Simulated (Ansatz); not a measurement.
`C[O][In]([O][SiH3])[N](C)C` + `N[SiH](O)F` → `C[O][In]([OH])[O][SiH3]` + `CN(C)[SiH](N)F`  (redistribution)

Gas-phase electronic energies from Ansatz, PBE0-D4/def2-TZVP geometries. CCSD(T)/CBS is the MP2 limit (def2-TZVPP, def2-QZVPP) plus CCSD(T) − MP2 in def2-TZVPP, frozen cores. This one scheme is used for every species. Elements past krypton have def2 core potentials. For In outer-core shells are correlated without core-valence functions, which leaves a few kJ/mol of doubt a bond. One conformer a species, not always the lowest.

```
                     species  CCSD/CBS(def2) energy (Eh)
`C[O][In]([O][SiH3])[N](C)C`                  -805.30653
                `N[SiH](O)F`                  -521.28993
   `C[O][In]([OH])[O][SiH3]`                  -746.70177
            `CN(C)[SiH](N)F`                  -579.88329
```

**Question.** Work out ΔE.

**Answer.** ΔE = (-746.70177) + (-579.88329) − (-805.30653) − (-521.28993) = 0.01140 Eh = +29.9 kJ/mol. CCSD(T)/CBS gives +28.9 kJ/mol.

Largest T1 diagnostic among the species: 0.016.

From PBE to PBE0 (25 % exact exchange), in def2-TZVPP and without D4, ΔE moves by +3.9 kJ/mol.
